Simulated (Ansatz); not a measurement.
`[OH][In]([F])[SH]` + HBr → `[OH][In]([SH])[Br]` + H–F  (ligand exchange at the In–F bond)

Computed with Ansatz on PBE0-D4/def2-TZVP structures; ΔE is electronic, products minus reactants. CBS: MP2 limit from def2 TZ/QZ plus the TZ coupled-cluster correction, frozen cores. This one scheme is used for every species. DFT in def2-TZVPP. B3LYP here is the variant with VWN-RPA as its local correlation; programs differ in this. def2 core potentials past Kr. For Br, In outer-core shells are correlated without core-valence functions, which leaves a few kJ/mol of doubt a bond. Scalar relativity is left out up to krypton. Each species was taken in one conformer, which may not be the lowest.

`[OH][In]([F])[SH]`:

Cartesian coordinates in Å:
```
O 1.741 -0.715 -0.810
In 0.067 -0.036 -0.043
F -1.502 -0.627 -1.043
S -0.271 1.328 1.833
H 1.569 -1.254 -1.587
H -1.604 1.304 1.651
```

HBr:

```xyz
2

Br   -0.427    0.220   -0.523
H     0.427   -0.220    0.523
```

`[OH][In]([SH])[Br]`:

```xyz
6

O     0.737    0.193    1.480
In   -0.426    0.015   -0.101
S     0.528   -0.411   -2.210
Br   -2.846    0.256    0.243
H     0.236    0.365    2.283
H     1.771   -0.418   -1.695
```

H–F:

Cartesian coordinates in Å:
```
F 0.204 -0.126 0.392
H -0.204 0.126 -0.392
```

```
             level  ΔE (kcal/mol)  difference from CCSD(T)/CBS
            PBE-D4          -17.2                          2.3
         r2SCAN-D4          -17.5                          2.0
           PBE0-D4          -19.7                         -0.2
          B3LYP-D4          -17.6                          1.9
           ωB97X-V          -17.0                          2.5
           ωB97M-V          -17.9                          1.6
            B2PLYP          -17.5                          2.0
               PBE          -16.4                          3.1
            r2SCAN          -17.3                          2.2
              PBE0          -19.0                          0.5
             B3LYP          -16.3                          3.2
     HF/def2-TZVPP          -20.2                         -0.7
    MP2/def2-TZVPP          -20.5                         -1.0
SCS-MP2/def2-TZVPP          -18.9                          0.6
   CCSD/def2-TZVPP          -19.1                          0.4
CCSD(T)/def2-TZVPP          -18.9                          0.6
     HF/def2-QZVPP          -19.6                         -0.1
    MP2/def2-QZVPP          -20.6                         -1.1
SCS-MP2/def2-QZVPP          -19.0                          0.5
   CCSD/def2-QZVPP          -18.6                          0.9
CCSD(T)/def2-QZVPP          -18.6                          0.9
      HF/CBS(def2)          -19.5                          0.0
     MP2/CBS(def2)          -21.1                         -1.6
    CCSD/CBS(def2)          -19.7                         -0.2
       CCSD(T)/CBS          -19.5                            0
```

Largest T1 diagnostic among the species: 0.016.

From PBE to PBE0 (25 % exact exchange), in def2-TZVPP and without D4, ΔE moves by −2.6 kcal/mol. The D4 term adds −1.2 kcal/mol with B3LYP and −0.7 kcal/mol with PBE0; it sums over pairs of atoms, weighted by their polarisabilities, and B3LYP, whose exchange is more repulsive, gets the larger term.
